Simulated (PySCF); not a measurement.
PySCF input for GaF2, SMILES [F][Ga+][F], charge +1, ADC(2)/aug-cc-pVDZ. Geometry: B3LYP-D3(BJ)/def2-TZVP. The spin state was assumed, not searched. The isomer is the one that the SMILES or the coordinates give; other isomers of the formula were not compared.

```python
import numpy as np
from pyscf import gto, scf, dft, adc

mol = gto.M(
    atom='''
    Ga    0.00000000    0.00000000    0.00000000
    F     0.00000000    0.00000000   -1.67033825
    F     0.00000000    0.00000000    1.67033825
    ''',
    basis='aug-cc-pVDZ',
    charge=1,
    spin=0,
    max_memory=1600,
    verbose=4,
)
mf = scf.RHF(mol)
mf.conv_tol = 1e-10
mf.max_cycle = 100
mf.kernel()
res = {}
for kind, nroots in (('ee', 6), ('ip', 6), ('ea', 2)):
    a = adc.ADC(mf).density_fit('aug-cc-pvdz-ri')
    a.method, a.method_type = 'adc(2)', kind
    e, v, p, x = a.kernel(nroots=nroots)
    res[kind] = (e * 27.211386245988, p)
for kind, (e, p) in res.items():
    print(kind, 'energies / eV', np.round(e, 3), 'strengths', np.round(p, 4))
```

Output:

```
PySCF version 2.14.0

[INPUT] verbose = 4
[INPUT] num. atoms = 3
[INPUT] num. electrons = 48
[INPUT] charge = 1
[INPUT] spin (= nelec alpha-beta = 2S) = 0
[INPUT] symmetry False subgroup None
[INPUT] Mole.unit = angstrom
[INPUT] Symbol           X                Y                Z      unit          X                Y                Z       unit  Magmom
[INPUT]  1 Ga     0.000000000000   0.000000000000   0.000000000000 AA    0.000000000000   0.000000000000   0.000000000000 Bohr   0.0
[INPUT]  2 F      0.000000000000   0.000000000000  -1.670338250000 AA    0.000000000000   0.000000000000  -3.156481827885 Bohr   0.0
[INPUT]  3 F      0.000000000000   0.000000000000   1.670338250000 AA    0.000000000000   0.000000000000   3.156481827885 Bohr   0.0

nuclear repulsion = 189.609835454358
number of shells = 25
number of NR pGTOs = 156
number of NR cGTOs = 82
basis = aug-cc-pVDZ
ecp = {}


[settings echo left out]
init E= -2121.60036595294
  HOMO = -0.667930125527632  LUMO = -0.171775724575978  gap/eV = 13.50105
cycle= 1 E= -2121.76983467634  delta_E= -0.169  |g|= 0.635  |ddm|= 1.61
  HOMO = -0.838886844124187  LUMO = -0.288436714699445  gap/eV = 14.97851
cycle= 2 E= -2121.83109712511  delta_E= -0.0613  |g|= 0.399  |ddm|= 0.673
  HOMO = -0.917030023261866  LUMO = -0.276577271990314  gap/eV = 17.42761
cycle= 3 E= -2121.8560653052  delta_E= -0.025  |g|= 0.0534  |ddm|= 0.235
  HOMO = -0.900437956595068  LUMO = -0.261727915274999  gap/eV = 17.38019
cycle= 4 E= -2121.85659849782  delta_E= -0.000533  |g|= 0.00755  |ddm|= 0.0426
  HOMO = -0.900477712492912  LUMO = -0.260565737476522  gap/eV = 17.41289
cycle= 5 E= -2121.85662148222  delta_E= -2.3e-05  |g|= 0.00123  |ddm|= 0.0126
  HOMO = -0.900418854095173  LUMO = -0.260500933921858  gap/eV = 17.41305
cycle= 6 E= -2121.85662201893  delta_E= -5.37e-07  |g|= 0.00016  |ddm|= 0.00226
  HOMO = -0.900434860499006  LUMO = -0.260495956577831  gap/eV = 17.41362
cycle= 7 E= -2121.8566220311  delta_E= -1.22e-08  |g|= 4.22e-05  |ddm|= 0.000295
  HOMO = -0.900442117188548  LUMO = -0.260491387765542  gap/eV = 17.41395
cycle= 8 E= -2121.85662203242  delta_E= -1.32e-09  |g|= 1.33e-05  |ddm|= 8.02e-05
  HOMO = -0.900444394659832  LUMO = -0.260490189126815  gap/eV = 17.41404
cycle= 9 E= -2121.85662203259  delta_E= -1.63e-10  |g|= 2.89e-06  |ddm|= 3.01e-05
  HOMO = -0.900444683707357  LUMO = -0.260489861990384  gap/eV = 17.41406
cycle= 10 E= -2121.85662203259  delta_E= -2.73e-12  |g|= 3.81e-07  |ddm|= 6.92e-06
  HOMO = -0.90044471166719  LUMO = -0.260489846592725  gap/eV = 17.41406
Extra cycle  E= -2121.85662203259  delta_E= -4.55e-13  |g|= 1.34e-07  |ddm|= 5.74e-07
converged SCF energy = -2121.85662203259

******** <class 'pyscf.adc.radc.RADC'> ********
******** ADC Orbital Information ********
Number of Frozen Occupied Orbitals: 0
Number of Frozen Virtual Orbitals: 0
Number of Active Occupied Orbitals: 24
Number of Active Virtual Orbitals: 58
*****************************************
******** <class 'pyscf.df.df.DF'> ********
auxbasis = aug-cc-pvdz-ri
Reference correlation energy (doubles): -0.50060610
MP2 correlation energy of reference state (a.u.) = -0.50060610

******** <class 'pyscf.adc.radc_ee.RADCEE'> ********
max_space = 12
max_cycle = 50
conv_tol = 1e-08

*************************************************************
        ADC calculation summary (singlet states only)
*************************************************************
adc(2) root 0  |  Energy (Eh) =   0.2441488225  |  Energy (eV) =   6.64362786  |  Osc. strength = 0.00000000  |  conv = True
adc(2) root 1  |  Energy (Eh) =   0.2441488225  |  Energy (eV) =   6.64362786  |  Osc. strength = 0.00000000  |  conv = True
adc(2) root 2  |  Energy (Eh) =   0.2671248367  |  Energy (eV) =   7.26883705  |  Osc. strength = 0.05764230  |  conv = True
adc(2) root 3  |  Energy (Eh) =   0.2671248374  |  Energy (eV) =   7.26883707  |  Osc. strength = 0.05764230  |  conv = True
adc(2) root 4  |  Energy (Eh) =   0.3208163996  |  Energy (eV) =   8.72985889  |  Osc. strength = 0.13779100  |  conv = True
adc(2) root 5  |  Energy (Eh) =   0.3452770499  |  Energy (eV) =   9.39546709  |  Osc. strength = 0.00000000  |  conv = True

******** <class 'pyscf.adc.radc.RADC'> ********
******** ADC Orbital Information ********
Number of Frozen Occupied Orbitals: 0
Number of Frozen Virtual Orbitals: 0
Number of Active Occupied Orbitals: 24
Number of Active Virtual Orbitals: 58
*****************************************
******** <class 'pyscf.df.df.DF'> ********
auxbasis = aug-cc-pvdz-ri
Reference correlation energy (doubles): -0.50060610
MP2 correlation energy of reference state (a.u.) = -0.50060610

******** <class 'pyscf.adc.radc_ip.RADCIP'> ********
max_space = 12
max_cycle = 50
conv_tol = 1e-08

*************************************************************
        ADC calculation summary (doublet states only)
*************************************************************
adc(2) root 0  |  Energy (Eh) =   0.7526400163  |  Energy (eV) =  20.48037802  |  Spec. factor = 1.71002741  |  conv = True
adc(2) root 1  |  Energy (Eh) =   0.7526400163  |  Energy (eV) =  20.48037802  |  Spec. factor = 1.71002741  |  conv = True
adc(2) root 2  |  Energy (Eh) =   0.7712785642  |  Energy (eV) =  20.98755874  |  Spec. factor = 1.71439199  |  conv = True
adc(2) root 3  |  Energy (Eh) =   0.7712785642  |  Energy (eV) =  20.98755874  |  Spec. factor = 1.71439199  |  conv = True
adc(2) root 4  |  Energy (Eh) =   0.8148720847  |  Energy (eV) =  22.17379885  |  Spec. factor = 1.72949851  |  conv = True
adc(2) root 5  |  Energy (Eh) =   0.8600751454  |  Energy (eV) =  23.40383679  |  Spec. factor = 1.75763051  |  conv = True

******** <class 'pyscf.adc.radc.RADC'> ********
******** ADC Orbital Information ********
Number of Frozen Occupied Orbitals: 0
Number of Frozen Virtual Orbitals: 0
Number of Active Occupied Orbitals: 24
Number of Active Virtual Orbitals: 58
*****************************************
******** <class 'pyscf.df.df.DF'> ********
auxbasis = aug-cc-pvdz-ri
Reference correlation energy (doubles): -0.50060610
MP2 correlation energy of reference state (a.u.) = -0.50060610

******** <class 'pyscf.adc.radc_ea.RADCEA'> ********
max_space = 12
max_cycle = 50
conv_tol = 1e-08

*************************************************************
        ADC calculation summary (doublet states only)
*************************************************************
adc(2) root 0  |  Energy (Eh) =  -0.2799526475  |  Energy (eV) =  -7.61789956  |  Spec. factor = 1.92427206  |  conv = True
adc(2) root 1  |  Energy (Eh) =  -0.1923057073  |  Energy (eV) =  -5.23290484  |  Spec. factor = 1.95431243  |  conv = True
ee energies / eV [6.644 6.644 7.269 7.269 8.73  9.395] strengths [0.     0.     0.0576 0.0576 0.1378 0.    ]
ip energies / eV [20.48  20.48  20.988 20.988 22.174 23.404] strengths [1.71   1.71   1.7144 1.7144 1.7295 1.7576]
ea energies / eV [-7.618 -5.233] strengths [1.9243 1.9543]
```

The run converged.

Cost: around 60 core-seconds (rough).
